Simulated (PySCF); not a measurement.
C$_{7}$H$_{9}$O, charge +1, singlet, at a GFN2-xTB geometry; CCSD(T)/STO-3G run with PySCF.

Here is a job for PySCF.
```python
from pyscf import gto, scf, cc

mol = gto.M(
    atom='''
C     2.879518    0.205667    0.421664
C     1.408264    0.100958    0.215973
C     0.719878    1.099582   -0.471527
C    -0.644451    1.011042   -0.686288
C    -1.305231   -0.098103   -0.201796
O    -2.753556   -0.229070   -0.470449
C    -0.669329   -1.109292    0.485419
C     0.696326   -0.999149    0.688334
H     3.211872   -0.433855    1.233878
H     3.171359    1.231728    0.630316
H     3.397338   -0.104583   -0.486074
H     1.256117    1.958351   -0.843141
H    -1.167631    1.786954   -1.223692
H    -3.168758    0.655900   -0.554143
H    -3.182406   -0.777136    0.221166
H    -1.210949   -1.967912    0.851561
H     1.211656   -1.781116    1.223047
''',
    basis='sto-3g',
    charge=1,
    spin=0,
    verbose=4,
)

mf = scf.RHF(mol)
mf.kernel()

mycc = cc.CCSD(mf)
mycc.kernel()
et = mycc.ccsd_t()
print('E(CCSD(T)) = %.10f' % (mycc.e_tot + et))
```

Question: What does PySCF print? Leave out banner, timings and long lists.

Answer: 
```
PySCF version 2.14.0

[INPUT] verbose = 4
[INPUT] num. atoms = 17
[INPUT] num. electrons = 58
[INPUT] charge = 1
[INPUT] spin (= nelec alpha-beta = 2S) = 0
[INPUT] symmetry False subgroup None
[INPUT] Mole.unit = angstrom
[INPUT] Symbol           X                Y                Z      unit          X                Y                Z       unit  Magmom
[INPUT]  1 C      2.879518000000   0.205667000000   0.421664000000 AA    5.441500390755   0.388654302861   0.796829476589 Bohr   0.0
[INPUT]  2 C      1.408264000000   0.100958000000   0.215973000000 AA    2.661233271084   0.190782970084   0.408129820301 Bohr   0.0
[INPUT]  3 C      0.719878000000   1.099582000000  -0.471527000000 AA    1.360372263100   2.077908831501  -0.891056890338 Bohr   0.0
[INPUT]  4 C     -0.644451000000   1.011042000000  -0.686288000000 AA   -1.217835890702   1.910592480433  -1.296896362576 Bohr   0.0
[INPUT]  5 C     -1.305231000000  -0.098103000000  -0.201796000000 AA   -2.466529119292  -0.185387801998  -0.381339173033 Bohr   0.0
[INPUT]  6 O     -2.753556000000  -0.229070000000  -0.470449000000 AA   -5.203466708653  -0.432879563354  -0.889019765576 Bohr   0.0
[INPUT]  7 C     -0.669329000000  -1.109292000000   0.485419000000 AA   -1.264848497229  -2.096258072171   0.917308965660 Bohr   0.0
[INPUT]  8 C      0.696326000000  -0.999149000000   0.688334000000 AA    1.315865433414  -1.888117967633   1.300762742226 Bohr   0.0
[INPUT]  9 H      3.211872000000  -0.433855000000   1.233878000000 AA    6.069558427159  -0.819867127773   2.331691491126 Bohr   0.0
[INPUT] 10 H      3.171359000000   1.231728000000   0.630316000000 AA    5.992999952675   2.327628579958   1.191124611931 Bohr   0.0
[INPUT] 11 H      3.397338000000  -0.104583000000  -0.486074000000 AA    6.420038372578  -0.197633227285  -0.918546736272 Bohr   0.0
[INPUT] 12 H      1.256117000000   1.958351000000  -0.843141000000 AA    2.373717110410   3.700747045768  -1.593305574392 Bohr   0.0
[INPUT] 13 H     -1.167631000000   1.786954000000  -1.223692000000 AA   -2.206502804552   3.376853657196  -2.312442740821 Bohr   0.0
[INPUT] 14 H     -3.168758000000   0.655900000000  -0.554143000000 AA   -5.988084775025   1.239471365102  -1.047178503845 Bohr   0.0
[INPUT] 15 H     -3.182406000000  -0.777136000000   0.221166000000 AA   -6.013875757173  -1.468574201540   0.417943168066 Bohr   0.0
[INPUT] 16 H     -1.210949000000  -1.967912000000   0.851561000000 AA   -2.288361960816  -3.718814717245   1.609217068361 Bohr   0.0
[INPUT] 17 H      1.211656000000  -1.781116000000   1.223047000000 AA    2.289697997186  -3.365821436081   2.311223867471 Bohr   0.0

nuclear repulsion = 353.719455572699
number of shells = 33
number of NR pGTOs = 147
number of NR cGTOs = 49
basis = sto-3g
ecp = {}

******** <class 'pyscf.scf.hf.RHF'> ********
method = RHF
initial guess = minao
damping factor = 0
level_shift factor = 0
DIIS = <class 'pyscf.scf.diis.CDIIS'>
diis_start_cycle = 1
diis_space = 8
diis_damp = 0
SCF conv_tol = 1e-09
SCF conv_tol_grad = None
SCF max_cycles = 50
direct_scf = True
direct_scf_tol = 1e-13
Set gradient conv threshold to 3.16228e-05
Initial guess from minao.
init E= -343.485827949306
  HOMO = -0.176742554798949  LUMO = 0.133165554110787  gap/eV = 8.43303
cycle= 1 E= -340.626532924551  delta_E= 2.86  |g|= 0.403  |ddm|= 5.37
  HOMO = -0.454978107304539  LUMO = 0.0475086404346874  gap/eV = 13.67336
cycle= 2 E= -340.69158440533  delta_E= -0.0651  |g|= 0.154  |ddm|= 0.778
  HOMO = -0.458486503137727  LUMO = 0.0707697908780147  gap/eV = 14.40180
cycle= 3 E= -340.699212164787  delta_E= -0.00763  |g|= 0.0493  |ddm|= 0.253
  HOMO = -0.456563719177077  LUMO = 0.0712805898347584  gap/eV = 14.36338
cycle= 4 E= -340.700432497004  delta_E= -0.00122  |g|= 0.00959  |ddm|= 0.101
  HOMO = -0.45853620920154  LUMO = 0.0696259721252322  gap/eV = 14.37202
cycle= 5 E= -340.700487171215  delta_E= -5.47e-05  |g|= 0.00456  |ddm|= 0.0177
  HOMO = -0.458530468888647  LUMO = 0.0694975329820932  gap/eV = 14.36837
cycle= 6 E= -340.700504620041  delta_E= -1.74e-05  |g|= 0.00155  |ddm|= 0.0125
  HOMO = -0.458456403942786  LUMO = 0.0697252533296701  gap/eV = 14.37255
cycle= 7 E= -340.700507497161  delta_E= -2.88e-06  |g|= 0.000469  |ddm|= 0.00595
  HOMO = -0.45847992703633  LUMO = 0.0696918273420587  gap/eV = 14.37229
cycle= 8 E= -340.700507766337  delta_E= -2.69e-07  |g|= 0.000167  |ddm|= 0.00179
  HOMO = -0.458475597842738  LUMO = 0.0696894805754392  gap/eV = 14.37210
cycle= 9 E= -340.700507786833  delta_E= -2.05e-08  |g|= 2.93e-05  |ddm|= 0.000576
  HOMO = -0.458468459916239  LUMO = 0.0697007965678652  gap/eV = 14.37222
cycle= 10 E= -340.700507787403  delta_E= -5.7e-10  |g|= 7.44e-06  |ddm|= 7.35e-05
  HOMO = -0.458469722894699  LUMO = 0.0696994347946357  gap/eV = 14.37221
Extra cycle  E= -340.700507787436  delta_E= -3.27e-11  |g|= 2.93e-06  |ddm|= 1.36e-05
converged SCF energy = -340.700507787436

******** <class 'pyscf.cc.ccsd.CCSD'> ********
CC2 = 0
CCSD nocc = 29, nmo = 49
max_cycle = 50
direct = 0
conv_tol = 1e-07
conv_tol_normt = 1e-05
diis_space = 6
diis_start_cycle = 0
diis_start_energy_diff = 1e+09
Init t2, MP2 energy = -341.143923047492  E_corr(MP2) -0.44341526005635
Init E_corr(CCSD) = -0.44341526006118
cycle = 1  E_corr(CCSD) = -0.499628396129825  dE = -0.0562131361  norm(t1,t2) = 0.0783929
cycle = 2  E_corr(CCSD) = -0.521174031103446  dE = -0.021545635  norm(t1,t2) = 0.0347659
cycle = 3  E_corr(CCSD) = -0.535588179934954  dE = -0.0144141488  norm(t1,t2) = 0.0187811
cycle = 4  E_corr(CCSD) = -0.53766308464733  dE = -0.00207490471  norm(t1,t2) = 0.00595709
cycle = 5  E_corr(CCSD) = -0.537163992152672  dE = 0.000499092495  norm(t1,t2) = 0.00231049
cycle = 6  E_corr(CCSD) = -0.537062397624692  dE = 0.000101594528  norm(t1,t2) = 0.000445923
cycle = 7  E_corr(CCSD) = -0.537054020463531  dE = 8.37716116e-06  norm(t1,t2) = 0.000186642
cycle = 8  E_corr(CCSD) = -0.537058084412488  dE = -4.06394896e-06  norm(t1,t2) = 4.38846e-05
cycle = 9  E_corr(CCSD) = -0.537057384155453  dE = 7.00257035e-07  norm(t1,t2) = 1.52862e-05
cycle = 10  E_corr(CCSD) = -0.537058312022362  dE = -9.27866909e-07  norm(t1,t2) = 6.27787e-06
cycle = 11  E_corr(CCSD) = -0.537058205501522  dE = 1.0652084e-07  norm(t1,t2) = 2.28349e-06
cycle = 12  E_corr(CCSD) = -0.537058117180815  dE = 8.83207075e-08  norm(t1,t2) = 9.1939e-07
CCSD converged
E(CCSD) = -341.2375659046164  E_corr = -0.5370581171808146
CCSD(T) correction = -0.0106530535724942
E(CCSD(T)) = -341.2482189582
```
